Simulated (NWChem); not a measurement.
Molecule: CHCl$_{2}$F; SMILES FC(Cl)Cl

```xyz
5

F      1.5933    -0.1680     0.0000
C      0.3786     0.4083     0.0000
Cl    -0.5025    -0.0715     1.4819
Cl    -0.5025    -0.0715    -1.4819
H      0.4751     1.4925     0.0000
```
Atoms are numbered in this order, from 1.

The geometry was optimised at B3LYP/6-31G* (spherical d).

Symmetry labels are those of Cs in the frame above (b1 and b2, or b-type labels, depend on it).

### Question
List the 6 lowest vertical singlet excitations from CAM-B3LYP/6-31G* (spherical d), TDA (NWChem).

### Answer
| state | energy (eV) | oscillator strength | symmetry | leading excitation (squared amplitude) |
|---|---|---|---|---|
| S1 | 7.12 | 0.010 | a" | HOMO → LUMO (0.91) |
| S2 | 7.39 | 0.004 | a' | HOMO−1 → LUMO (0.90) |
| S3 | 7.41 | 0.003 | a" | HOMO−2 → LUMO (0.89) |
| S4 | 7.92 | 0.002 | a' | HOMO−3 → LUMO (0.71) |
| S5 | 8.74 | 0.003 | a' | HOMO → LUMO+1 (0.69) |
| S6 | 9.11 | 0.046 | a" | HOMO−1 → LUMO+1 (0.83) |
